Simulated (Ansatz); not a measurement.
CH3F3STi, SMILES `C[S][Ti]([F])([F])[F]`. Total charge 0; spin multiplicity 1.

```xyz
9

C     0.040   -1.479   -0.436
S    -0.866   -0.650    0.913
Ti   -0.099    1.426    0.496
F     1.650    1.378    0.592
F    -0.822    2.484    1.678
F    -0.535    1.835   -1.151
H    -0.258   -1.081   -1.405
H     1.116   -1.379   -0.298
H    -0.227   -2.534   -0.389
```

Task: What are the harmonic wavenumbers in cm⁻¹ at PBE0-D4/def2-TZVP (Ansatz, finite differences of forces, unscaled)? (An estimate is asked.)

Result: Ansatz gave: 36, 54, 95, 160, 167, 197, 201, 208, 464, 710, 719, 780, 805, 964, 966, 1346, 1468, 1469, 3067, 3162, 3164.

Task: Is this a minimum?

Result: Yes, all 21 modes are real.

Task: Give the ideal-gas thermochemistry at 298.15 K and 1 bar (rigid rotor, harmonic oscillator; point group Cs, symmetry number 1).

Result: Zero-point energy 120.8 kJ/mol; H(298) − E = 146.7 kJ/mol; entropy 403.7 J/(mol·K), of which translation 171.5, rotation 118.8, vibration 113.3; G(298) − E = 26.4 kJ/mol. Modes under 100 cm⁻¹ are hindered rotations or soft bends, so the harmonic entropy is rough.
